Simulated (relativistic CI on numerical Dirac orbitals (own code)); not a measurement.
Hyperfine structure of Lu⁶³⁺, mass number 176

Calculated at this level of theory: Dirac-Coulomb-Breit CI, orbitals from a KLI potential per configuration, model QED (radiative potential, 1s self-energy scaled to tabulated hydrogen-like ionisation energies), unscaled Slater integrals (own radial code, finite nucleus).

Configuration list (outside the closed core 1s2): 2s2.2p4, 2s.2p5, 2p6, 2p5.3s, 2p5.3p, 2s2.2p3.3s, 2p5.3d, 2s2.2p3.3p, 2s2.2p3.3d, 2s.2p4.3s, 2s.2p4.3p, 2s.2p4.3d, 2s2.2p3.4s, 2s2.2p3.4p, 2s2.2p3.4d, 2s2.2p3.4f. Levels of other configurations are missing.

Nuclear spin I = 7, μ = 3.16 μN, Q = 4.92 b (tables of Stone and Pyykkö). The electronic factors are computed for point nuclear moments, without core polarisation or the Bohr-Weisskopf and QED corrections.

```tsv
Level	E (eV)	A (GHz)	B (GHz)
2s2.2p4 3P_2	0.00	325.8	396
2s2.2p4 3P_1	1156.64	-284.9	-3480
2s2.2p4 1D_2	1175.51	944.5	-7380
2s.2p5 3P°_2	1540.04	2417	-6950
2s.2p5 1P°_1	1620.02	-1754	-2860
2s.2p5 3P°_1	2745.71	5726	-623
```

Levels with J = 0, under 50 % of one LS term, or S terms without an open s electron are left out. Small factors come from cancelling terms and can be off by tens of per cent or more.

At this charge energies of transitions that change n are usually good to better than 1 %, and those within a shell (Δn = 0) to a few per cent.

Task: Give the hyperfine levels of 2s2.2p4 3P_2 relative to its centre of gravity.

Result: With K = F(F + 1) − I(I + 1) − J(J + 1), E = AK/2 + B[¾K(K + 1) − I(I + 1)J(J + 1)]/[2I(2I − 1)J(2J − 1)]: F = 5: -5065, F = 6: -3277, F = 7: -1091, F = 8: 1537, F = 9: 4661 GHz.

LS names give the leading component of a level, which can be under half, so a name can repeat, a term be missing and a line seem to break the LS rules.
